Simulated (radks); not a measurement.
Question: These are the eigenvalues of the occupied orbitals of an atom or ion with whole-number occupations (eV). Method: Dirac Kohn-Sham, BLYP, spin-unpolarised, spherical densities, finite nucleus; Fermi nuclear charge, rms radius of each element as measured or else 0.836 A^(1/3) + 0.57 fm; computed with a radial shooting solver on a logarithmic mesh with Libxc functionals.

orbital  eigenvalue
1s1/2     -2578.202
2s1/2     -359.7888
2p1/2     -308.4747
2p3/2     -307.0757

Which element is it, and in what charge state? The configuration may be excited. Open shells, if any, fill j = l - 1/2 first.

Answer: Z = 16, sulfur, charge +7: S7+ in [He] 2s2 2p5. The list shows which subshells hold electrons but not how many an open one holds; the 1s level, -94.747 hartree, gives Z - s = 13.8 by -(Z - s)^2/2, which with screening and relativity narrows Z to a few neighbours, and the depths of the outer levels then fix element, charge and occupations together.
